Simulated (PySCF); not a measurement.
# Ionisation energy of Pm³⁹⁺ by level of theory

Pm³⁹⁺ [Ar] 3d4 (5D) → Pm⁴⁰⁺ [Ar] 3d3 (4F), as a difference of total energies. All numbers are calculated (PySCF 2.14, the spin-free X2C one-electron Hamiltonian (Gaussian nucleus), in an uncontracted even-tempered set (18 s from 7.3 bohr⁻², ratio 2.5; 12 p from 9.5 bohr⁻², ratio 2.5; 7 d from 9.5 bohr⁻², ratio 2.5; 4 f from 35 bohr⁻², ratio 2.7; 3 g from 53 bohr⁻², ratio 2.7)). Correlated levels: outer shells: [Ne] frozen; virtual orbitals above 40 to 60 times the deepest correlated orbital energy dropped. The calculations carry no spin-orbit coupling.

```csv
method,ionisation energy (eV)
UHF,2882.2
LDA,2881.8
PBE,2880.8
PBE0,2881.7
r2SCAN,2880.8
MN15,2883.3
TPSS,2879.7
MP2 (outer shells),2882.7
SCS-MP2 (outer shells),2882.2
```

Spin-orbit coupling is strong in these open shells (close to jj coupling). The scalar numbers leave it out and a first-order estimate fails, so it can dominate the gap to the real levels.

Breit and QED terms and the two-electron picture change are absent.

For comparison: 2892 ± 4 eV (theoretical estimate listed by NIST; NIST Atomic Spectra Database, ionization energies).
